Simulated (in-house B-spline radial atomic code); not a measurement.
**RPA and G0W0 on TPSS: the germanium ion Ge²⁺**

Configuration [Ar] 3d10 4s2, mean-field start TPSS. Computed with an all-electron radial atomic-structure program (B-spline basis): all electrons, non-relativistic, point nucleus, each spin shell either full or empty, empty states to l = 9 with an (l + 1/2)⁻⁴ tail; G0W0 by contour deformation at full frequency.

Command:
```bash
python run_gw.py task.json out
```
Settings (radii: box in bohr, nucleus in fm):
```
Z                        32
electrons                30
configuration            [Ar] 3d10 4s2
hamiltonian              nr
method                   tpss,tpss
lmax                     9
spin_polarised           False
box_radius               17.55
intervals                52
ion_configuration        [Ar] 3d10 4s1
```

Cost of the run: 5.2 s on 1 thread of Arm Neoverse N1, on a shared host.

Energies (hartree):

| term | value |
| --- | --- |
| mean-field total | -2076.06671 |
| Hartree-Fock functional on these orbitals | -2074.50335 |
| direct second order | -2.7177 |
| second-order exchange | 0.7843 |
| SOSEX correction | 0.69962 |

**Question.** What is the RPA correlation energy, and what remains with SOSEX?

**Answer.** RPA gives -2.2692 hartree (-2.06 eV per electron); RPA + SOSEX gives -1.5695, and the second-order doubles -1.9334 hartree (no singles). RPA lacks exchange-type terms and so overcorrelates at short range.

Quasi-particle levels (eV):

```
level  occupied  mean field  Σx - vxc     Σc  QP weight     G0W0
   4s       yes     -28.722     -3.38      ?          ?        ?
   4p        no     -19.631      5.03  -1.47      0.940  -16.074
```

G0W0 = mean field + (Σx - vxc) + Σc, with Σc (partial-wave tail included) taken at the quasi-particle energy. Only the outer levels were computed. Levels of low weight are left out.

**Question.** Where does G0W0 put 4s?

**Answer.** At -33.99 eV, with Σc = -1.88 eV and a quasi-particle weight of 0.938. The tabulated removal energy is 34.058 ± 0.0012 eV (NIST, measured); the calculation leaves out relativity, Breit and QED terms, and what these don't explain is the method's own error.

**Question.** What does it cost to remove one electron (to [Ar] 3d10 4s1) by differences of total energies, each species on its own start (correlation terms add to the Hartree-Fock functional)?

**Answer.** TPSS 33.54 eV, Hartree-Fock functional 31.59 eV, + RPA 33.98 eV, + RPA + SOSEX 33.42 eV, + second order 34.63 eV. Tabulated: 34.058 ± 0.0012 eV (NIST, measured); the calculation leaves out relativity, Breit and QED terms, and what these don't explain is the method's own error.
